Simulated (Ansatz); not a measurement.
**Worked example: CH5BO2 + C2HF4O → CH4BO2 + C2H2F4O**

Gas-phase species: CH5BO2 `COBO`, singlet; C2HF4O `F[C](F)OC(F)F`, doublet; CH4BO2 `CO[B]O`, doublet; C2H2F4O (1,1′-oxybis[1,1-difluoromethane]) `FC(F)OC(F)F`, singlet. A radical takes H: the energy is the difference in strength between the B–H bond broken and the C–H bond made.

Shapes, held fixed at every level: PBE0-D4/def2-TZVP. Flexible molecules stand in one conformer, not always the lowest. Programs: Ansatz 0.2.0. Electronic energies: no zero-point or thermal term.

At CCSD(T)/CBS estimate; 1 Eh = 2625.50 kJ/mol:

| species | energy (Eh) |
| --- | --- |
| CH5BO2 | -216.292551 |
| C2HF4O | -550.960107 |
| CH4BO2 | -215.611149 |
| C2H2F4O | -551.640310 |

Question: Work out ΔE of the reaction at this level.

Answer: 
1. Products less reactants: (-215.611149) + (-551.640310) − [(-216.292551) + (-550.960107)] = 0.001199 Eh = +3.1 kJ/mol.

Other levels give -2.7 (MP2/def2-TZVPP) to +14.0 kJ/mol (HF/def2-TZVPP). No measured value is set beside it here. Open shells run unrestricted. The CBS estimate extrapolates MP2 from def2-TZVPP and def2-QZVPP and adds CCSD(T) − MP2 in the triple-zeta set, cores frozen. The levels disagree on the sign, so it isn't settled. That is about zero within the method's error.
